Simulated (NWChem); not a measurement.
A series in which one site is exchanged, each optimised at PBE0/def2-SVP with NWChem, gas phase unless a solvent is named. Some are not confirmed as minima by frequencies. def2 effective core potentials on I; no spin-orbit coupling.

A: [I][Zn][I] (ZnI₂; site = I)
B: [ZnH][I] (ZnHI; site = H)
C: [Zn]([I])[Cl] (ZnICl; site = Cl)
D: [Br][Zn][I] (ZnIBr; site = Br)

Values for A:

dipole (D), PBE0/def2-SVP: 0.00
orbital gap (eV), PBE0/def2-SVP: 5.87
vertical ionisation energy, ΔSCF, CAM-B3LYP/def2-SVP (eV): 9.88
static polarisability, CAM-B3LYP/def2-SVPD (bohr³): 97.3

Task: How do these values change for the other members?

Result: 
```json
[
 {"change from A": "dipole (D), PBE0/def2-SVP", "B": "+1.61", "C": "+0.64", "D": "+0.39"},
 {"change from A": "orbital gap (eV), PBE0/def2-SVP", "B": "+1.16", "C": "+0.39", "D": "+0.28"},
 {"change from A": "vertical ionisation energy, ΔSCF, CAM-B3LYP/def2-SVP (eV)", "B": "+1.04", "C": "+0.41", "D": "+0.30"},
 {"change from A": "static polarisability, CAM-B3LYP/def2-SVPD (bohr³)", "B": "-35.7", "C": "-25.1", "D": "-15.9"}
]
```
